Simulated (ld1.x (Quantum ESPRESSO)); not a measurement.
## u(r) = r·R(r): atom against pseudo-atom (carbon)

Columns: radius, all-electron u(r) and pseudo u(r) of the 2p shell (level -5.53 eV) of carbon in the configuration [He] 2s1.75 2p2.25; LDA (PZ), scalar-relativistic, TM scheme, ld1.x (Quantum ESPRESSO) 7.5.

```tsv
r (bohr)	all-electron	pseudo
0.088	0.0383	0.0161
0.175	0.1197	0.0623
0.262	0.2155	0.1338
0.350	0.3120	0.2248
0.438	0.4006	0.3256
0.525	0.4770	0.4255
0.612	0.5413	0.5173
0.700	0.5942	0.5954
0.788	0.6354	0.6550
0.875	0.6659	0.6951
0.962	0.6872	0.7183
1.050	0.7006	0.7279
1.138	0.7070	0.7275
1.225	0.7075	0.7207
1.312	0.7032	0.7104
1.400	0.6949	0.6980
1.487	0.6835	0.6845
1.575	0.6694	0.6696
1.662	0.6535	0.6535
1.750	0.6359	0.6359
1.838	0.6171	0.6171
1.925	0.5977	0.5977
2.012	0.5778	0.5778
2.100	0.5574	0.5574
2.188	0.5369	0.5369
2.275	0.5166	0.5166
```

Task: How many radial nodes do the two functions have?

Result: The all-electron 2p function has n − l − 1 = 0; the pseudo-wave has 0.

Task: At about which radius was the pseudo-wave matched?

Result: 1.75 bohr. The columns agree to 0.0005 from 1.57 bohr on; several derivatives are matched, so the curves merge somewhat inside the radius.

Task: Where does each function peak?

Result: Outermost all-electron maximum near 1.23 bohr, pseudo maximum near 1.05 bohr (to the table’s step).

Task: Is the pseudo-wave norm-conserving?

Result: Yes: the TM scheme keeps the norm inside the radius equal to the all-electron one, which fixes the energy derivative of the logarithmic derivative at the level.
